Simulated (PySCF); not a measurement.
Question: What does the PBE0-D3(BJ)/def2-SVP structure of `C1C(C1)n1cc(C)pc1` look like in three dimensions?

Answer: 
```
atom  x, y, z in Å
C1     3.073   -0.574   -1.242
C2     1.798   -0.575   -0.457
C3     0.599   -0.106   -0.933
N4    -0.433   -0.220   -0.038
C5    -1.747    0.292   -0.296
C6    -2.927   -0.606   -0.093
C7    -2.505   -0.224   -1.480
C8    -0.054   -0.764    1.149
P9     1.616   -1.184    1.211
H10    2.914   -0.195   -2.263
H11    3.500   -1.585   -1.324
H12    3.839    0.060   -0.767
H13    0.392    0.323   -1.915
H14   -1.868    1.351   -0.040
H15   -2.724   -1.630    0.230
H16   -3.834   -0.165    0.326
H17   -3.115    0.486   -2.044
H18   -2.017   -0.991   -2.085
H19   -0.813   -0.882    1.923
```

Orientation and origin are arbitrary. Atoms count from 1 in this order. Of the pairs four or more bonds apart, C6···H19 is among the closest relative to their van der Waals radii: 2.93 Å, 101 % of the sum of Bondi's values. The 3 C–N bonds span 1.360 Å (N4–C8, aromatic) to 1.434 Å (N4–C5, drawn single), a spread of 0.074 Å. The 5-membered ring C2–C3–N4–C8–P9 has internal angles of 89.0° to 113.8° (sum 540°, against 540° for a flat polygon); it is planar, 0.00 Å rms from its mean plane, widest ring torsion 1°. N4 (pyrrole-type nitrogen) is planar (angles 123.7°, 122.9° and 113.1°, sum 359.8°, 0.04 Å off the plane of its three neighbours).

Bonds between heavy atoms (Å): C1–C2 1.497, C2–C3 1.372, C3–N4 1.371, N4–C5 1.434, C5–C6 1.496, C6–C7 1.499, N4–C8 1.360, C8–P9 1.724, C2–P9 1.785, C5–C7 1.497.

Method: PySCF 2.14.0, PBE0-D3(BJ)/def2-SVP geometry optimisation, gas phase.

Point group: C1 (no symmetry element, even within 0.4 Å). No PBE0-D3(BJ)/def2-SVP frequencies stand behind this structure, so it isn't proved a minimum. One conformer, not necessarily the lowest (C3–N4–C5–C6 130°).

Time: 96 s; peak memory 0.85 GiB. Hardware: an Arm Neoverse V2 with one thread, no GPU (shared host). This is the geometry optimisation.
